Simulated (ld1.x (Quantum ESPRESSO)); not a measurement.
# In (Z = 49): one change to an RRKJ potential, before and after

```json
{
 "Element": "In (Z = 49)",
 "Generator": "ld1.x (Quantum ESPRESSO) 7.5",
 "Type": "norm-conserving RRKJ (Kleinman–Bylander form)",
 "Functional": "PBE",
 "Relativity": "scalar-relativistic",
 "Frozen core": "[Kr]",
 "Valence charge": "13",
 "Reference configuration": "4d10 5s1 5p0 (charge +2)",
 "Partial waves": "5p (bound, empty): rc 1.85 bohr; 4d (bound): rc 1.55 bohr; 5s (bound): rc 2.15 bohr",
 "Local potential": "the s channel",
 "Core correction": "none",
 "rho0": "0.01"
}
```

All-electron outer shells of the reference configuration (PBE, scalar-relativistic, ld1.x):

```csv
shell,level (eV),outermost node (bohr),outermost maximum (bohr)
4p,-96.19,0.42,0.82
4d,-36.53,0.40,0.94
5s,-23.67,1.02,2.06
5p,-16.22,1.13,2.45
```

Change: core correction a·sin(br)/r model core inside 1.86 bohr.

Cutoffs: the cutoffs (Ry, on a coarse ladder) from which the occupation-weighted sum of valence levels, in a spherical-Bessel basis at the reference potential, stays within 10 and 1 mRy of its value at 400 Ry; they do not see the model core or the augmentation charge, which bear on the density cutoff. Errors are all-electron minus pseudo energies relative to the spin-unpolarised reference configuration.

Question: How do hardness, ghosts and transferability respond?

Answer: The potential gets neither clearly harder nor softer (70 Ry and 80 Ry → 70 Ry and 80 Ry); both files keep a bound ghost (p); of the 7 tests that both files solve, the error grows in 1 and shrinks in 6 by more than 15 % and 0.3 meV (median size 35.8 → 8.0 meV). A model core, the more so a compact one, raises the density cutoff, which this test does not measure.

```tsv
quantity	base	changed
cutoff, loose	70 Ry	70 Ry
cutoff, tight	80 Ry	80 Ry
bound ghosts	p	p
error for 4d10 5s2 5p1, meV [ΔE -24.60 eV]	+43	+8.0
error for 4d10 5s2 5p0, meV [ΔE -19.23 eV]	+21	+2.4
error for 4d10 5s0 5p0, meV [ΔE 28.32 eV]	+26	-7.3
error for 4d9 5s2 5p2, meV [ΔE -6.29 eV]	-217	-278
error for 4d10 5s1 5p2, meV [ΔE -18.76 eV]	+36	+9.1
error for 4d10 5s2 5p1.3, meV [ΔE -25.13 eV]	+47	+9.3
error for 4d10 5s1 5p1, meV [ΔE -12.64 eV]	+16	+3.9
s: phases at 2.34 bohr within 0.05 rad from the reference energy up to (Ry; the scan ends near 5)	2.3	2.3
p: phases at 2.34 bohr within 0.05 rad from the reference energy up to (Ry; the scan ends near 5)	3.6	3.6
d: phases at 2.34 bohr within 0.05 rad from the reference energy up to (Ry; the scan ends near 5)	-0.6	-0.6
```

 A true bound ghost makes a file unfit for plane-wave use even where its test errors are small: the radial tests pick states by their node count and pass the ghost by.
